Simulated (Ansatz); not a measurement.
Coupled-cluster diagnostics for Li2Al2⁺, Ansatz.

Geometry of the doublet (PBE-D4/def2-TZVP):

| atom | x (Å) | y (Å) | z (Å) |
| --- | --- | --- | --- |
| Al1 | 0.8806 | -0.0818 | 1.4134 |
| Al2 | -1.4000 | 0.5692 | 0.7054 |
| Li3 | 0.7511 | 1.2376 | -1.2798 |
| Li4 | -0.2316 | -1.7250 | -0.8389 |

Correlated methods freeze 10 core orbitals; core or outer-core shells of Li are correlated, in sets that lack core-valence functions. In CCSD on the charge 1 doublet the largest single amplitude is 0.36, so its Hartree–Fock determinant may place the open shell otherwise than the density functionals do. Another isomer (doublet) lies 0.10 eV lower at PBE0-D4/def2-TZVP.

Geometry of the charge 1 quartet (PBE-D4/def2-TZVP):

```tsv
atom	x (Å)	y (Å)	z (Å)
Al1	0.8625	0.1953	-1.3264
Al2	-0.9055	-1.3088	0.0950
Li3	1.5242	-0.4224	1.4487
Li4	-1.4812	1.5359	-0.2173
```

Question: Estimate the CCSD(T) correlation energy, the shares of MP2 and (T), T1 and the reference's ⟨S²⟩ for: charge 1, doublet, own geometry in def2-TZVPP; charge 1, quartet, own geometry in def2-TZVPP; and the rough time on 4 threads of Arm Neoverse V1 on a shared host.

Answer: 
| state | basis | correlation (eV) | MP2 share (%) | (T) share (%) | T1 | ⟨S²⟩ (pure) | wall time | remarks |
| --- | --- | --- | --- | --- | --- | --- | --- | --- |
| charge 1, doublet, own geometry | def2-TZVPP | -6.325 | 73.3 | 5.9 | 0.124 | 1.66 (0.75) | 8.5 s | large T1 (0.124), spin-contaminated (⟨S²⟩ 1.66) |
| charge 1, quartet, own geometry | def2-TZVPP | -5.988 | 80.1 | 4.6 | 0.023 | 3.79 (3.75) | 6.5 s | – |
Customary marks for T1 are 0.02 (closed shells), 0.045 (open shells) and about 0.05 (3d metals). T1 exceeds 0.02 in 2 of 2 rows and 0.045 in 1; the higher it lies, the less the single-reference result can be trusted.
